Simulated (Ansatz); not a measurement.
`C[SiH2]/C=C/[SiH3]` + H₂O → `O/C=C/[SiH3]` + `C[SiH3]`  (formal hydrolysis of a C–Si bond)

Gas-phase electronic energies from Ansatz, PBE0-D4/def2-TZVP geometries. CCSD(T)/CBS adds triple-zeta CCSD(T) − MP2 to the extrapolated MP2 energy (def2 sets, frozen cores). This one scheme is used for every species. Double bonds are as drawn, so ΔE can hold a change between cis and trans. DFT in def2-TZVPP. One conformer a species, not always the lowest.

CCSD(T)/CBS gives +0.54 eV.

(1) Another level gave +0.42 eV. Which?
A. RPA@PBE/def2-TZVPP
B. CAM-B3LYP-D4/def2-TZVPP
C. HF/def2-TZVPP
D. CCSD/def2-TZVPP

Largest T1 diagnostic among the species: 0.013.

## Answers

(1) A. RPA@PBE/def2-TZVPP 0.42, CCSD/def2-TZVPP 0.47, CAM-B3LYP-D4 0.36, HF/def2-TZVPP 0.32 eV.

In def2-TZVPP, CCSD(T) changes the Hartree–Fock value by +0.16 eV (the triples alone add +0.01 eV) and MP2 by +0.21 eV. From r2SCAN to r2SCAN0 (25 % exact exchange), in def2-TZVPP and without D4, ΔE moves by +0.03 eV.
